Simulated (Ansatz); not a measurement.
NbS₃⁻. The state is a quintet with charge -1. Geometry PBE-D4/def2-SVPD; atoms count from 1.

```xyz
4

Nb    0.8476   -0.0277   -0.1164
S     1.1059    0.5624    2.0111
S    -0.9708   -1.5227   -0.5978
S    -0.9826    0.9880   -1.2969
```

In the def2 sets Nb takes a core potential; there is no spin–orbit coupling. At PBE0-D4/def2-TZVPD a singlet of charge -1 lies 3.42 eV below the quintet, each at its own geometry. The structure comes from a short search, and lower isomers may exist.

Question: Estimate the Mulliken populations from the PBE0/def2-TZVPD orbitals of Ansatz.

Answer: 
| atom | charge (e) | spin (α − β) | d electrons |
| --- | --- | --- | --- |
| Nb1 | 0.51 | 2.11 | 3.35 |
| S2 | -0.73 | -0.04 | – |
| S3 | -0.39 | 0.96 | – |
| S4 | -0.39 | 0.96 | – |
Mulliken values and Mayer orders depend strongly on the basis. With diffuse functions, as here, like atoms can get unlike values, and bond orders can come out too low or too high.

Question: Where does the spin sit?

Answer: Summed by element: Nb 2.11, S 1.89, of 4 unpaired in all. Largest on single atoms: Nb1 2.11, S3 0.96, S4 0.96.

Question: And the Mayer bond orders between bonded heavy atoms (over 0.3)?

Answer: Nb1–S2 1.85 (2.22 Å); Nb1–S3 0.99 (2.40 Å); Nb1–S4 0.99 (2.40 Å). Values over 0.3 also appear between atoms too far apart for a bond (S3–S4 0.66 at 2.61 Å); they arise where an orbital or an unpaired electron spreads over both atoms.
